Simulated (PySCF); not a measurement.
`C#Cc1ccc(C=C)s1`, C8H6S

Geometry:
```json
{"atom": "C1", "x (Å)": "4.064", "y (Å)": "0.377", "z (Å)": "0.114"}
{"atom": "C2", "x (Å)": "2.899", "y (Å)": "0.105", "z (Å)": "-0.005"}
{"atom": "C3", "x (Å)": "1.540", "y (Å)": "-0.192", "z (Å)": "-0.142"}
{"atom": "C4", "x (Å)": "0.965", "y (Å)": "-1.423", "z (Å)": "-0.332"}
{"atom": "C5", "x (Å)": "-0.432", "y (Å)": "-1.361", "z (Å)": "-0.429"}
{"atom": "C6", "x (Å)": "-0.937", "y (Å)": "-0.089", "z (Å)": "-0.315"}
{"atom": "C7", "x (Å)": "-2.319", "y (Å)": "0.300", "z (Å)": "-0.372"}
{"atom": "C8", "x (Å)": "-2.768", "y (Å)": "1.547", "z (Å)": "-0.260"}
{"atom": "S9", "x (Å)": "0.342", "y (Å)": "1.068", "z (Å)": "-0.082"}
{"atom": "H10", "x (Å)": "5.083", "y (Å)": "0.599", "z (Å)": "0.217"}
{"atom": "H11", "x (Å)": "1.539", "y (Å)": "-2.330", "z (Å)": "-0.398"}
{"atom": "H12", "x (Å)": "-1.056", "y (Å)": "-2.224", "z (Å)": "-0.579"}
{"atom": "H13", "x (Å)": "-3.010", "y (Å)": "-0.520", "z (Å)": "-0.520"}
{"atom": "H14", "x (Å)": "-3.818", "y (Å)": "1.777", "z (Å)": "-0.311"}
{"atom": "H15", "x (Å)": "-2.096", "y (Å)": "2.376", "z (Å)": "-0.112"}
```

Theory: GIAO CAM-B3LYP/pcSseg-1 magnetisability, rotational g tensor and spin-rotation constants, non-relativistic, gas phase in PySCF 2.14.0. Geometry: GFN2-xTB.

(1) Give the nuclear spin-rotation constants along the inertial axes (H = +C I·J) beside the isotropic shieldings.

## Answers

(1) Rotational constants 4.0264, 0.8959, 0.7328 GHz. A star marks the isotopologue with that one atom substituted, in its own axes.
| atom | isotope | Caa (kHz) | Cbb (kHz) | Ccc (kHz) | mean (kHz) | σ (ppm) |
| --- | --- | --- | --- | --- | --- | --- |
| H10 | 1H | 0.095 | -0.089 | -0.085 | -0.026 | 28.7 |
| H11 | 1H | -0.035 | 0.018 | -0.082 | -0.033 | 24.6 |
| H12 | 1H | -0.202 | 0.050 | -0.085 | -0.079 | 25.1 |
| H13 | 1H | -0.086 | 0.028 | -0.084 | -0.048 | 24.9 |
| H14 | 1H | 0.376 | -0.097 | -0.086 | 0.065 | 26.4 |
| H15 | 1H | -0.168 | 0.034 | -0.085 | -0.073 | 25.8 |
| C1 | 13C* | 0.608 | 0.252 | 0.248 | 0.369 | 91.2 |
| C2 | 13C* | 0.082 | 0.297 | 0.270 | 0.216 | 103.5 |
| C3 | 13C* | 1.939 | 0.291 | 0.121 | 0.784 | 49.1 |
| C4 | 13C* | 1.829 | 0.349 | 0.116 | 0.765 | 41.5 |
| C5 | 13C* | 1.606 | 0.358 | 0.117 | 0.694 | 50.9 |
| C6 | 13C* | 1.967 | 0.366 | 0.141 | 0.825 | 23.3 |
| C7 | 13C* | 1.922 | 0.335 | 0.105 | 0.787 | 43.8 |
| C8 | 13C* | 1.783 | 0.291 | 0.098 | 0.724 | 63.2 |
| S9 | 33S* | 1.471 | 0.414 | 0.229 | 0.705 | 236.1 |

For the geometry as given, no vibrational averaging.
